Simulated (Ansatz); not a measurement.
`[CH3][Al]([SiH3])[Br]` + SiH₄ → `[CH3][Al]([SiH3])[SiH3]` + HBr  (formal exchange of groups at the Al–Br bond)

Computed with Ansatz on PBE0-D4/def2-TZVP structures; ΔE is electronic, products minus reactants. CCSD(T)/CBS is the MP2 limit (def2-TZVPP, def2-QZVPP) plus CCSD(T) − MP2 in def2-TZVPP, frozen cores. This one scheme is used for every species. DFT in def2-TZVPP. B3LYP here is the variant with VWN-RPA as its local correlation; programs differ in this. For Br outer-core shells are correlated without core-valence functions, which leaves a few kJ/mol of doubt a bond. Scalar relativity is left out up to krypton.

(1) Is it downhill or uphill in electronic energy at CCSD(T)/CBS, and by how much? (Estimate.)

(2) What do these levels give: B3LYP-D4, B2PLYP, PBE, PBE0, HF/def2-QZVPP, SCS-MP2/def2-QZVPP? (Estimate.)

Largest T1 diagnostic among the species: 0.013.

Answers

(1) Ansatz gave: Uphill: ΔE = +172.2 kJ/mol.

(2) Ansatz gave: B3LYP-D4 169.0, B2PLYP 175.1, PBE 152.7, PBE0 160.5, HF/def2-QZVPP 192.2, SCS-MP2/def2-QZVPP 182.1 kJ/mol.

From PBE to PBE0 (25 % exact exchange), in def2-TZVPP and without D4, ΔE moves by +7.7 kJ/mol. In def2-TZVPP, CCSD(T) changes the Hartree–Fock value by −24.2 kJ/mol (the triples alone add −2.2 kJ/mol) and MP2 by −11.5 kJ/mol.
